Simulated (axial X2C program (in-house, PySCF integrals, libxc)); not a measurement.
# BiF⁻: from the spin-free to the two-component result

Calculated with an axial X2C code built on PySCF integrals. Spin-free means the one-electron spin-free X2C Hamiltonian; two-component (2c) means X2C with spin–orbit coupling and atomic mean-field two-electron Coulomb and Gaunt terms, so the difference of the two also holds small scalar two-electron terms. Basis: Bi dyall-acv3z [13s15p11d7f1g], F dyall-av3z [7s6p3d2f] (cores contracted in-house); Gaussian nuclei, density fitting, unrestricted open shells. Masses: Bi 208.980 u, F 18.998 u.

Spin-free state: M_S = 1/2, Λ = 1 (beyond evenly filled blocks: π+α, π+β, π-α); fragments Bi + F-.

| level | Re (Å) | ωe (cm⁻¹) | De (eV) | μ (D) |
| --- | --- | --- | --- | --- |
| PBE0 | 2.107 | 449.6 | 1.691 | -2.38 |
| HF | 2.093 | 457.4 | 0.825 | -2.67 |
| MP2 | 2.122 | 446.4 | 1.333 | n/a |
| CCSD | 2.115 | 447.9 | 1.505 | n/a |
| CCSD(T) | 2.122 | 442.8 | 1.513 | n/a |
| r2SCAN0 | 2.093 | 463.1 | 1.513 | -2.35 |

Correlated methods: 13 electrons correlated (number of frozen shells: Bi 5 s, 4 p, 3 d, 1 f; F 1 s), 277 virtual spin orbitals or spinors in MP2, 90 natural virtuals in coupled cluster.

Dipoles are positive if F is the positive end and refer to the centre of mass.

Task: Within this multiplet, which Ω should lie lowest by the rule for regular and inverted multiplets?

Result: The open π shell holds three electrons, one hole, so the multiplet is inverted: Ω = Λ + 1/2 = 3/2. The PBE0 2c search agrees.

Two-component determinant lowest at the distance of the search:

Ω = 3/2 (⟨Sz⟩ = 0.69, ⟨Lz⟩ = 0.81 at HF); fragments Bi + F-.

```csv
level,Re (Å),ωe (cm⁻¹),De (eV),μ (D)
PBE0,2.179,368.6,1.829,-3.24
HF,2.195,325.1,1.213,-3.84
MP2,2.184,374.5,1.575,n/a
CCSD,2.178,374.8,1.672,n/a
CCSD(T),2.183,374.6,1.671,n/a
r2SCAN0,2.160,382.4,1.796,-3.19
```

Task: From the two tables, how do the constants change at the CCSD(T) level (2c against spin-free)?

Result: At the CCSD(T) level Re rises by 0.061 Å and ωe falls by 68.2 cm⁻¹; De changes by 0.158 eV.

Occupations by symmetry block were frozen at the best pattern of an incomplete PBE0 search. Dissociation energies refer to the lowest single-determinant-based atoms at the same level and basis. Density functionals use the spin component along the axis (collinear). CCSD and (T) use frozen natural virtuals with an MP2 correction for the truncation; (T) itself is uncorrected, so its De runs slightly low. The functionals have no current-density term, which raises determinants with orbital currents, atoms included. With several unpaired electrons one determinant need not be a pure state. The highest occupied level of some functionals is positive through self-interaction error; at Hartree–Fock it is bound. With the outer-core shells frozen, correlated bond lengths of heavy atoms tend to come out a few hundredths of an ångström too long. Hartree–Fock gets electron affinities wrong, so its lowest charge split need not be the true one.
